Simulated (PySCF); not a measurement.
Compound: C5H10O3Si.
Numbering: `[CH:1]#[C:2][Si@@H:3]([O:4][CH3:5])[O:6][CH2:7][O:8][CH3:9]` (hydrogens: H10 on C1; H11 on Si3; H12, H13, H14 on C5; H15, H16 on C7; H17, H18, H19 on C9)

Cartesian coordinates in Å at the PBE0-D3(BJ)/def2-SVP level; atoms count from 1:
```
atom  x, y, z in Å
C1    -2.9320   -1.2682    0.4819
C2    -1.9181   -0.9987   -0.1355
Si3   -0.3755   -0.6207   -1.0592
O4    -0.1120    1.0112   -1.0324
C5    -1.0736    2.0291   -1.0598
O6     0.9173   -1.3922   -0.3776
C7     1.1332   -1.5459    0.9988
O8     1.0373   -0.3658    1.7037
C9     2.0608    0.5611    1.4414
H10   -3.8278   -1.5069    1.0280
H11   -0.4604   -1.1275   -2.4482
H12   -0.5965    2.9719   -0.7529
H13   -1.9114    1.8244   -0.3703
H14   -1.4873    2.1709   -2.0741
H15    0.3758   -2.2213    1.4311
H16    2.1387   -1.9979    1.1035
H17    2.0005    0.9533    0.4131
H18    1.9348    1.3938    2.1461
H19    3.0590    0.1103    1.5997
```

Computed with PySCF at PBE0/pcSseg-1, non-relativistic, on one gas-phase PBE0-D3(BJ)/def2-SVP geometry that isn't relaxed in the solvent. The solvent is an IEF-PCM continuum (cavity from Bondi-type radii × 1.2). The model holds no explicit solvent molecules, cavitation or dispersion.

| run | E − E(gas) (kJ/mol) | HOMO (eV) | HOMO–LUMO gap (eV) | dipole (D) |
| --- | --- | --- | --- | --- |
| gas | 0.00 | -7.85 | 7.65 | 1.36 |
| P | -22.71 | -7.97 | 7.71 | 1.61 |
| Q | -10.19 | -7.89 | 7.67 | 1.48 |

Q: The runs were made in cyclohexane and dichloromethane. Which run belongs to which solvent?

A: P = dichloromethane, Q = cyclohexane. The dielectric constants are 2.017 (cyclohexane), 8.93 (dichloromethane), and the energy falls further as ε rises. In this model the ground state sees the solvent through ε alone.

Q: How constant is the ratio of the lowering to (ε − 1)/(2ε + 1)?

A: 
```
        solvent  (ε − 1)/(2ε + 1)  E − E(gas) (kJ/mol)  ratio (kJ/mol)  polarisation term (kJ/mol)
    cyclohexane             0.202               -10.19           -50.5                      -10.64
dichloromethane             0.420               -22.71           -54.0                      -25.02
```

The ratio changes by +7.0 % in size from cyclohexane to dichloromethane. The polarisation term is half the interaction of the solute with the induced surface charges.
